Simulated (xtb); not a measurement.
xtb job for CH₄ClNOSi₂, SMILES Cl[Si@H]1OC=N[SiH2]1, GFN2-xTB. 

```
$ xtb mol.xyz --gfn 2 --sp --chrg 0 --uhf 0 --json
$ cat mol.xyz
10

Cl     1.96869731    -0.71832634    -0.99007633
Si     0.71880857    -0.15759328     0.48324823
O      0.21319774     1.39062560     0.04945356
C     -1.08690677     1.61326722    -0.08790955
N     -2.00437380     0.77236911     0.07494170
Si    -1.49234949    -0.83634735     0.50563817
H      1.51389146     0.15009576     1.66534957
H     -1.31409204     2.63984014    -0.36650534
H     -1.96255750    -1.74522082    -0.53519455
H     -2.02904809    -1.12919012     1.83047504
```

It prints:

```
[banner left out]
          |                Calculation Setup                |
           -------------------------------------------------



           -------------------------------------------------
          |                 G F N 2 - x T B                 |
           -------------------------------------------------

        Reference                      10.1021/acs.jctc.8b01176
      * Hamiltonian:
        H0-scaling (s, p, d)           1.850000    2.230000    2.230000
        zeta-weighting                 0.500000
      * Dispersion:
        s8                             2.700000
        a1                             0.520000
        a2                             5.000000
        s9                             5.000000
      * Repulsion:
        kExp                           1.500000    1.000000
        rExp                           1.000000
      * Coulomb:
        alpha                          2.000000
        third order                    shell-resolved
        anisotropic                    true
        a3                             3.000000
        a5                             4.000000
        cn-shift                       1.200000
        cn-exp                         4.000000
        max-rad                        5.000000


          ...................................................
          :                      SETUP                      :
          :.................................................:
          :  # basis functions                  46          :
          :  # atomic orbitals                  43          :
          :  # shells                           19          :
          :  # electrons                        34          :
          :  max. iterations                   250          :
          :  Hamiltonian                  GFN2-xTB          :
          :  restarted?                      false          :
          :  GBSA solvation                  false          :
          :  PC potential                    false          :
          :  electronic temp.          300.0000000     K    :
          :  accuracy                    1.0000000          :
          :  -> integral cutoff          0.2500000E+02      :
          :  -> integral neglect         0.1000000E-07      :
          :  -> SCF convergence          0.1000000E-05 Eh   :
          :  -> wf. convergence          0.1000000E-03 e    :
          :  Broyden damping             0.4000000          :
          :  net charge                          0          :
          :  unpaired electrons                  0          :
          ...................................................

 iter      E             dE          RMSdq      gap      omega  full diag
   1    -19.3464025 -0.193464E+02  0.802E+00    3.48       0.0  T
   2    -19.4132416 -0.668391E-01  0.478E+00    3.48       1.0  T
   3    -19.4138229 -0.581244E-03  0.275E+00    3.20       1.0  T
   4    -19.4146117 -0.788849E-03  0.139E+00    3.34       1.0  T
   5    -19.4192509 -0.463923E-02  0.492E-01    3.33       1.0  T
   6    -19.4196320 -0.381088E-03  0.253E-01    3.31       1.0  T
   7    -19.4197157 -0.836365E-04  0.113E-01    3.33       1.0  T
   8    -19.4197286 -0.129009E-04  0.571E-02    3.32       1.0  T
   9    -19.4197331 -0.451962E-05  0.360E-02    3.32       1.0  T
  10    -19.4197349 -0.186405E-05  0.211E-02    3.32       1.5  T
  11    -19.4197362 -0.127069E-05  0.120E-02    3.32       2.6  T
  12    -19.4197367 -0.517711E-06  0.820E-03    3.32       3.9  T
  13    -19.4197368 -0.938346E-07  0.479E-03    3.32       6.6  T
  14    -19.4197369 -0.687417E-07  0.230E-03    3.32      13.8  T
  15    -19.4197369 -0.110993E-07  0.117E-03    3.32      27.1  T
  16    -19.4197369 -0.401864E-08  0.422E-04    3.32      74.9  T
  17    -19.4197369 -0.432923E-09  0.202E-04    3.32     156.3  T

   *** convergence criteria satisfied after 17 iterations ***

         #    Occupation            Energy/Eh            Energy/eV
      -------------------------------------------------------------
         1        2.0000           -1.0610574             -28.8728
       ...           ...                  ...                  ...
        11        2.0000           -0.4577629             -12.4564
        12        2.0000           -0.4565897             -12.4244
        13        2.0000           -0.4460780             -12.1384
        14        2.0000           -0.4396378             -11.9632
        15        2.0000           -0.4312383             -11.7346
        16        2.0000           -0.4075168             -11.0891
        17        2.0000           -0.3795233             -10.3274 (HOMO)
        18                         -0.2574317              -7.0051 (LUMO)
        19                         -0.2255371              -6.1372
        20                         -0.2059243              -5.6035
        21                         -0.2007115              -5.4616
        22                         -0.1584918              -4.3128
       ...                                ...                  ...
        43                          1.0219981              27.8100
      -------------------------------------------------------------
                  HL-Gap            0.1220916 Eh            3.3223 eV
             Fermi-level           -0.3184775 Eh           -8.6662 eV

 SCC (total)                   0 d,  0 h,  0 min,  0.014 sec
 SCC setup                      ...        0 min,  0.000 sec (  0.687%)
 Dispersion                     ...        0 min,  0.000 sec (  0.343%)
 classical contributions        ...        0 min,  0.000 sec (  0.120%)
 integral evaluation            ...        0 min,  0.002 sec ( 14.718%)
 iterations                     ...        0 min,  0.008 sec ( 55.057%)
 molecular gradient             ...        0 min,  0.004 sec ( 28.345%)
 printout                       ...        0 min,  0.000 sec (  0.661%)

         :::::::::::::::::::::::::::::::::::::::::::::::::::::
         ::                     SUMMARY                     ::
         :::::::::::::::::::::::::::::::::::::::::::::::::::::
         :: total energy             -19.276382152946 Eh    ::
         :: gradient norm              0.000407537242 Eh/a0 ::
         :: HOMO-LUMO gap              3.322280753661 eV    ::
         ::.................................................::
         :: SCC energy               -19.419722988463 Eh    ::
         :: -> isotropic ES            0.059774150595 Eh    ::
         :: -> anisotropic ES         -0.002660204155 Eh    ::
         :: -> anisotropic XC          0.001122030976 Eh    ::
         :: -> dispersion             -0.008706010431 Eh    ::
         :: repulsion energy           0.143340835517 Eh    ::
         :: add. restraining           0.000000000000 Eh    ::
         :: total charge              -0.000000000000 e     ::
         :::::::::::::::::::::::::::::::::::::::::::::::::::::

           -------------------------------------------------
          |                Property Printout                |
           -------------------------------------------------

    * Orbital Energies and Occupations

         #    Occupation            Energy/Eh            Energy/eV
      -------------------------------------------------------------
         1        2.0000           -1.0610574             -28.8728
       ...           ...                  ...                  ...
         5        2.0000           -0.6356435             -17.2967
         6        2.0000           -0.5801634             -15.7870
         7        2.0000           -0.5669398             -15.4272
         8        2.0000           -0.5577611             -15.1775
         9        2.0000           -0.4993104             -13.5869
        10        2.0000           -0.4713221             -12.8253
        11        2.0000           -0.4577629             -12.4564
        12        2.0000           -0.4565897             -12.4244
        13        2.0000           -0.4460780             -12.1384
        14        2.0000           -0.4396378             -11.9632
        15        2.0000           -0.4312383             -11.7346
        16        2.0000           -0.4075168             -11.0891
        17        2.0000           -0.3795233             -10.3274 (HOMO)
        18                         -0.2574317              -7.0051 (LUMO)
        19                         -0.2255371              -6.1372
        20                         -0.2059243              -5.6035
        21                         -0.2007115              -5.4616
        22                         -0.1584918              -4.3128
        23                         -0.1347510              -3.6668
        24                         -0.0997257              -2.7137
        25                         -0.0513592              -1.3976
        26                         -0.0484119              -1.3174
        27                         -0.0370352              -1.0078
        28                         -0.0117010              -0.3184
       ...                                ...                  ...
        43                          1.0219981              27.8100
      -------------------------------------------------------------
                  HL-Gap            0.1220916 Eh            3.3223 eV
             Fermi-level           -0.3184775 Eh           -8.6662 eV

     #   Z          covCN         q      C6AA      α(0)
     1  17 Cl       0.804    -0.233   106.405    15.780
     2  14 Si       3.598     0.492    98.323    19.047
     3   8 O        1.624    -0.373    20.352     6.089
     4   6 C        3.054     0.220    23.327     7.921
     5   7 N        1.735    -0.376    30.572     8.182
     6  14 Si       3.806     0.433    98.485    18.986
     7   1 H        0.920    -0.056     4.239     3.220
     8   1 H        0.925     0.047     2.364     2.404
     9   1 H        0.919    -0.070     4.630     3.365
    10   1 H        0.919    -0.084     5.047     3.514

 Mol. C6AA /au·bohr⁶  :       2763.518780
 Mol. C8AA /au·bohr⁸  :     109930.663945
 Mol. α(0) /au        :         88.507525


Wiberg/Mayer (AO) data.
largest (>0.10) Wiberg bond orders for each atom

 ---------------------------------------------------------------------------
     #   Z sym  total        # sym  WBO       # sym  WBO       # sym  WBO
 ---------------------------------------------------------------------------
     1  17 Cl   1.235 --     2 Si   1.117
     2  14 Si   3.838 --     1 Cl   1.117     3 O    0.951     7 H    0.874
                             6 Si   0.781
     3   8 O    2.325 --     4 C    1.159     2 Si   0.951     5 N    0.138
     4   6 C    3.936 --     5 N    1.821     3 O    1.159     8 H    0.936
     5   7 N    3.147 --     4 C    1.821     6 Si   1.084     3 O    0.138
     6  14 Si   3.764 --     5 N    1.084    10 H    0.882     9 H    0.877
                             2 Si   0.781
     7   1 H    0.997 --     2 Si   0.874
     8   1 H    0.998 --     4 C    0.936
     9   1 H    0.995 --     6 Si   0.877
    10   1 H    0.993 --     6 Si   0.882
 ---------------------------------------------------------------------------

Topologies differ in total number of bonds
Writing topology from bond orders to xtbtopo.mol

molecular dipole:
                 x           y           z       tot (Debye)
 q only:       -0.290      -0.744       0.745
   full:       -0.072      -0.190       0.578       1.556
molecular quadrupole (traceless):
                xx          xy          yy          xz          yz          zz
 q only:       -4.639       1.553       3.068       2.639      -2.223       1.572
  q+dip:       -7.858       3.409       4.282       3.203      -1.693       3.577
   full:       -7.285       2.536       4.543       2.694      -2.132       2.742


           -------------------------------------------------
Note: The following floating-point exceptions are signalling: IEEE_UNDERFLOW_FLAG IEEE_DENORMAL
normal termination of xtb
          | TOTAL ENERGY              -19.276382152946 Eh   |
          | GRADIENT NORM               0.000407537242 Eh/α |
          | HOMO-LUMO GAP               3.322280753661 eV   |
           -------------------------------------------------

------------------------------------------------------------------------
------------------------------------------------------------------------
 total:
 SCF:
```

The calculation finished and met its thresholds.

Cost: around 0.04 core-seconds (rough).
